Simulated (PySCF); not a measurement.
GeH₅Si, SMILES [SiH3][GeH2] (connectivity only; charge and spin as stated), charge +1, multiplicity 1. Geometry: PBE0-D3(BJ)/def2-TZVP. The spin state was assumed, not searched. The isomer is the one that the SMILES or the coordinates give; other isomers of the formula were not compared.

TDA-CAM-B3LYP/def2-SVPD in PySCF 2.14.0 puts the lowest singlet excitations at 3.78, 4.87, 5.75, 5.81, 8.24, 8.32 eV.

Q: What are the lowest excitation roots from PySCF with ADC(2)/aug-cc-pVDZ? (An estimate is asked for; the answer gives what the named calculation found.)

A: 4.03, 5.38, 6.51, 6.67, 8.58, 8.61 eV. S1 differs by 0.25 eV (second minus first; roots are paired by order, and the bases may differ).
